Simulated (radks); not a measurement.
The numbers below are computed, except where a source is named.
Problem. Species: Sm II. Configuration: [Xe] 4f6 6s1 (the NIST ground configuration). Level of theory: scalar-relativistic Kohn-Sham, PBE, spin-polarised, spherical densities, point nucleus; open shells are filled with parallel spins first (spin-orbit coupling, left out, can overturn this in heavy ions) (a radial shooting solver on a logarithmic mesh with Libxc functionals). Some entries of the table are withheld. Estimate them.

orbital  occ.  eigenvalue (eV)  <r> (bohr)  <r^2> (bohr^2)
1s up       1        -46685.41     0.02274       0.0007047
1s down     1        -46685.40     0.02274       0.0007047
2s up       1        -7633.034     0.09700         0.01111
2s down     1        -7633.004     0.09700         0.01111
2p up       3        -6809.065     0.08547        0.008917
2p down     3        -6809.044     0.08547        0.008917
3s up       1        -1677.093      0.2550         0.07429
3s down     1        -1675.248      0.2548         0.07418
3p up       3        -1419.551      0.2534         0.07441
3p down     3        -1417.716      0.2532         0.07428
3d up       5        -1070.880      0.2311         0.06282
3d down     5        -1069.468      0.2308         0.06266
4s up       1        -339.4010      0.5794          0.3788
4s down     1        -334.7442      0.5792          0.3785
4p up       3        -254.8174      0.6135          0.4281
4p down     3        -250.1541      0.6133          0.4279
4d up       5        -136.1989      0.6710          0.5226
4d down     5        -131.5306      0.6714          0.5236
5s up       1         -50.3336       1.403           2.216
5s down     1         -47.5265       1.423           2.281
5p up       3         -30.0751       1.648           3.086
5p down     3         -27.8942       1.678           3.202
4f up       6          -9.7976      0.9876           1.330
6s up       1          -8.8013       3.859           16.72
5d up       0          -7.6278         (1)           9.321
5d down     0          -6.3146         (2)           9.501
4f down     0          -5.7422       1.075           1.665
6p up       0          -5.5921         (3)           27.09

Solution. 
(1) 5d up <r> (bohr): 2.793
(2) 5d down <r> (bohr): 2.828
(3) 6p up <r> (bohr): 4.909
